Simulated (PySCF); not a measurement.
Species: C2H7F3OSi2.
Bonds: F1–C2, C2–F3, C2–F4, C2–O5, O5–C6, C6–Si7, C6–Si8. Hydrogens: H9 on C6; H10, H11, H12 on Si7; H13, H14, H15 on Si8.

The calculation used TDDFT CAM-B3LYP/def2-SVPD, vertical, gas phase, core orbitals frozen in the response (PySCF 2.14.0, density-fitted response routines). The structure is a single PBE0-D3(BJ)/def2-SVP conformer in the gas phase; no vibrational or solvent corrections. Torsions of this conformer, `[F:1][C:2]([F:3])([F:4])[O:5][CH:6]([SiH3:7])[SiH3:8]`: F1–C2–O5–C6 -61°, C2–O5–C6–Si7 117°.

Broadening: Gaussians 0.25 eV wide at half height, area fixed by f = 4.319×10⁻⁹ ∫ε dν̃. The width is an assumption, not a result. The curve ends short of the highest state used, and states not computed would add to its high-energy end.

(E (eV), ε (L mol⁻¹ cm⁻¹)): (7.09, 10), (7.14, 46), (7.19, 176), (7.25, 655), (7.30, 1537), (7.35, 2901), (7.40, 4413), (7.45, 5431), (7.50, 5439), (7.56, 4203), (7.61, 2767), (7.66, 1535), (7.71, 725), (7.76, 298), (7.81, 125), (7.87, 148), (7.92, 399), (7.97, 1025), (8.02, 2270), (8.07, 4457), (8.12, 7987), (8.18, 14253), (8.23, 20190), (8.28, 24360)

**Question.** Locate the maxima and give the states behind the curve.

**Answer.** 166 nm (7.48 eV), ε about 5600, made up of S1 (92%) (ε in L mol⁻¹ cm⁻¹; maxima over ε = 5, shares over 10%). At its high-energy end, 8.28 eV, the curve is still rising (ε about 24000, from S4). The states used: S1 7.47 eV (f 0.048); S2 7.58 eV (f 0.0069); S3 8.14 eV (f 0.032); S4 8.31 eV (f 0.220); S5 8.44 eV (f 0.0037); S6 8.67 eV (f 0.0032); S7 8.77 eV (f 0.0011); S8 8.82 eV (f 0.024); S9 8.84 eV (f 0.018); S10 8.88 eV (f 0.026).

**Question.** What would ε be at 7.48 eV, the highest of these maxima, with half the width (0.125 eV)?

**Answer.** About 10200 L mol⁻¹ cm⁻¹ against 5570, a factor of about 1.8; a lone state at its own centre would give exactly 2.

**Question.** Coming from long wavelengths, where does ε first pass 100 L mol⁻¹ cm⁻¹?

**Answer.** At about 173 nm (7.17 eV), 0.30 eV below S1.

The vertical ionisation energy (ΔSCF) is 10.41 eV, 1.53 eV above S10.

On one thread, Arm Neoverse N1 (aarch64), on a shared host, this took 3.5 min of wall time (grids of density and orbitals included) and 1.3 GiB of memory at its peak.

Without π bonds the low states are Rydberg-like; a valence basis with one diffuse set may place them up to an eV too high.
